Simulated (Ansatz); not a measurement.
Mulliken charges of AlB$_{2}$FH$_{2}$OS, SMILES `[F][Al]1[BH]O[B]1S` from ωB97M-V/def2-TZVPP in Ansatz (PBE0-D4/def2-TZVP geometry).

```
atom   x (Å)   y (Å)   z (Å)  charge (e)
  F1  -0.063   3.295  -0.191      -0.319
 Al2   0.168   1.668  -0.047       0.584
  B3   1.514   0.073   0.405      -0.108
  O4   0.475  -0.812   0.161      -0.197
  B5  -0.755  -0.237  -0.208      -0.044
  S6  -2.188  -1.227  -0.555      -0.125
  H7   2.573  -0.380   0.720       0.098
  H8  -1.632  -2.437  -0.341       0.111
```

Question: By hand: the dipole of these point charges (1 e Å = 4.8032 D).

Answer: Σ q r = (0.239, -0.069, 0.069) e Å, of length 0.258 e Å = 1.24 D.

Question: How does the dipole of the full density compare? (Best estimate.)

Answer: Ansatz gave: (0.073, -0.259, 0.033) e Å, 1.30 D; the point charges give 0.95 times that, at 58° from its direction.

Point charges leave out the atoms' own dipoles, such as those of lone pairs, and Mulliken's split depends on the basis, so the two needn't agree.
